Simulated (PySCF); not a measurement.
Input file for PySCF: D3(BJ) and D4 dispersion corrections on Ge2H8 (a complex), monomers drawn apart or pushed together.

```python
from pyscf import gto
from pyscf.dispersion import dftd3, dftd4

mol = gto.M(
    atom='''
    Ge    0.12721440   -0.06567561    0.38920267
    H     0.50711535    0.36237339   -1.03629169
    H     1.20839491   -0.99935054    0.95173922
    H    -1.22211318   -0.79753565    0.36392592
    H     0.01642066    1.17908033    1.28262354
    Ge   -0.22827920    0.11777799    6.15926790
    H     1.24605723    0.30333445    5.77409783
    H    -0.87972647   -0.89471717    5.20537914
    H    -0.96079862    1.46293693    6.05280003
    H    -0.32242751   -0.40638438    7.60025614
    ''',
    basis='def2-svp',
    charge=0, spin=0, verbose=0, max_memory=1800)
d3, d4 = {}, {}
for xc in ['hf', 'pbe', 'blyp', 'revpbe', 'tpss', 'r2scan', 'b3lyp', 'pbe0', 'bhlyp', 'camb3lyp', 'b2plyp']:
    d3[xc] = float(dftd3.DFTD3Dispersion(mol, xc=xc, version='d3bj', atm=False).get_dispersion()['energy'])
    print(f'D3(BJ) {xc:10s} {d3[xc]:14.8f} Eh')
for xc in ['hf', 'pbe', 'blyp', 'revpbe', 'tpss', 'r2scan', 'b3lyp', 'pbe0', 'bhlyp', 'camb3lyp', 'b2plyp']:
    d4[xc] = float(dftd4.DFTD4Dispersion(mol, xc={'camb3lyp': 'cam-b3lyp'}.get(xc, xc), atm=True).get_dispersion()['energy'])
    print(f'D4     {xc:10s} {d4[xc]:14.8f} Eh')
```

Output:

```
D3(BJ) hf            -0.03692641 Eh
D3(BJ) pbe           -0.00386906 Eh
D3(BJ) blyp          -0.00835044 Eh
D3(BJ) revpbe        -0.00971128 Eh
D3(BJ) tpss          -0.00488070 Eh
D3(BJ) r2scan        -0.00113465 Eh
D3(BJ) b3lyp         -0.00685712 Eh
D3(BJ) pbe0          -0.00336994 Eh
D3(BJ) bhlyp         -0.00550371 Eh
D3(BJ) camb3lyp      -0.00311905 Eh
D3(BJ) b2plyp        -0.00323158 Eh
D4     hf            -0.01313328 Eh
D4     pbe           -0.00351524 Eh
D4     blyp          -0.00779263 Eh
D4     revpbe        -0.01125943 Eh
D4     tpss          -0.00473009 Eh
D4     r2scan        -0.00093270 Eh
D4     b3lyp         -0.00563111 Eh
D4     pbe0          -0.00296269 Eh
D4     bhlyp         -0.00416479 Eh
D4     camb3lyp      -0.00299589 Eh
D4     b2plyp        -0.00244543 Eh
```

The run finished.

Cost: roughly 0.06 core-seconds.
